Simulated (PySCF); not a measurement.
Compound: C3H10FSi2 (doublet state).
Cartesian coordinates in Å at the GFN2-xTB level; atoms count from 1:
```
atom  x, y, z in Å
C1    -2.7418    0.0062    0.4093
Si2   -1.4810   -1.3021   -0.1499
C3     0.2044   -0.4986   -0.5544
C4     0.8107    0.1870    0.6649
F5     0.8638   -0.7263    1.7209
Si6    2.5848    0.8668    0.3760
H7    -3.7352   -0.4235    0.4964
H8    -2.4761    0.4117    1.3848
H9    -2.8006    0.8362   -0.2904
H10   -1.3539   -2.3976    0.8103
H11    0.8985   -1.2572   -0.9175
H12    0.1089    0.2514   -1.3397
H13    0.1348    0.9764    1.0176
H14    3.4164   -0.2437   -0.0831
H15    3.0907    1.4190    1.6298
H16    2.4681    1.9034   -0.6515
```

The hyperfine couplings belong to this conformer and change with its torsions.

Identity: `C[SiH]C[C@@H](F)[SiH3]` [radical].

Theory: PySCF, UKS B3LYP, pcH-1 on C F H Si, non-relativistic, mean-field spin-orbit, GIAO. Geometry: GFN2-xTB, one conformer, isolated molecule. The geometry wasn't refined by DFT: couplings that depend on bond lengths, twists or pyramidal angles can differ widely from those at the functional's own minimum, by a factor of two or more for some ions and for spin on atoms past the first row. The SCF solution wasn't tested for stability.

Principal values of hyperfine tensors in MHz (contact, dipolar and spin–orbit terms together), for some of the nuclei:

```json
{"atom": "Si2", "isotope": "29Si", "A1": "-619.93", "A2": "-359.70", "A3": "-358.95"}
{"atom": "H8", "isotope": "1H", "A1": "57.52", "A2": "61.51", "A3": "65.23"}
{"atom": "H10", "isotope": "1H", "A1": "42.97", "A2": "53.59", "A3": "61.08"}
{"atom": "F5", "isotope": "19F", "A1": "45.86", "A2": "48.92", "A3": "54.54"}
{"atom": "C3", "isotope": "13C", "A1": "23.83", "A2": "24.01", "A3": "33.21"}
{"atom": "C4", "isotope": "13C", "A1": "18.11", "A2": "18.24", "A3": "27.36"}
{"atom": "C1", "isotope": "13C", "A1": "16.83", "A2": "17.10", "A3": "27.40"}
{"atom": "H7", "isotope": "1H", "A1": "1.73", "A2": "3.30", "A3": "12.72"}
```

Give the isotropic coupling of each nucleus in MHz and in mT (g = 2.0035), and the anisotropic part.

a_iso is a third of the trace, T = A − a_iso, and a(mT) = a(MHz)/(g × 13.996). The tensors hold a spin–orbit part: the run splits a_iso into a_FC + a_SO, and T includes its anisotropic share.

| atom | a_iso (MHz) | a_FC | a_SO | a_iso (mT) | T1 | T2 | T3 |
| --- | --- | --- | --- | --- | --- | --- | --- |
| Si2 | -446.19 | -447.21 | 1.02 | -15.912 | -173.74 | 86.49 | 87.24 |
| H8 | 61.42 | 61.42 | 0.00 | 2.190 | -3.90 | 0.09 | 3.81 |
| H10 | 52.55 | 52.53 | 0.02 | 1.874 | -9.57 | 1.04 | 8.53 |
| F5 | 49.77 | 49.80 | -0.03 | 1.775 | -3.91 | -0.85 | 4.76 |
| C3 | 27.01 | 27.00 | 0.02 | 0.963 | -3.19 | -3.01 | 6.19 |
| C4 | 21.24 | 21.24 | 0.00 | 0.757 | -3.13 | -3.00 | 6.12 |
| C1 | 20.44 | 20.41 | 0.03 | 0.729 | -3.61 | -3.34 | 6.95 |
| H7 | 5.92 | 5.91 | 0.00 | 0.211 | -4.19 | -2.61 | 6.80 |

What spin density at the nucleus of C1 lies behind its contact coupling (g_N = 1.40482)?

a_FC = (2μ0/3) gₑ μB g_N μN ρ(0)/(2S·h) = 800.24 MHz × g_N × ρ(0)/(2S), with ρ in bohr⁻³. With a_FC = 20.41 MHz and 2S = 1, ρ(0) = 0.01816 bohr⁻³.

Si6 (29Si, g_N = -1.11058) isn't in the table. Its spin density at the nucleus is 0.008956 bohr⁻³. What is its contact coupling?

By the same relation, a_FC = -7.96 MHz. Its full tensor has the principal values -10.45, -6.78, -6.60 MHz.

Which nucleus of the table has the largest anisotropic coupling, and what is its form?

Si2: -173.7, 86.5, 87.2 MHz (the dipolar term alone has -172.8, 86.0, 86.8), axial, in the ratio +1:+1:−2, the form that spin in one p orbital centred on that nucleus gives (the nuclear moment is negative).

In a single crystal, with the field along each principal axis of the tensor of H8 in turn, what first-order splitting does this nucleus give (isotropic g, quadrupole terms neglected)?

2 lines (I = 1/2), spaced by |A_i|/(g × 13.996): 2.05, 2.19, 2.33 mT along the axes of A1, A2 and A3.
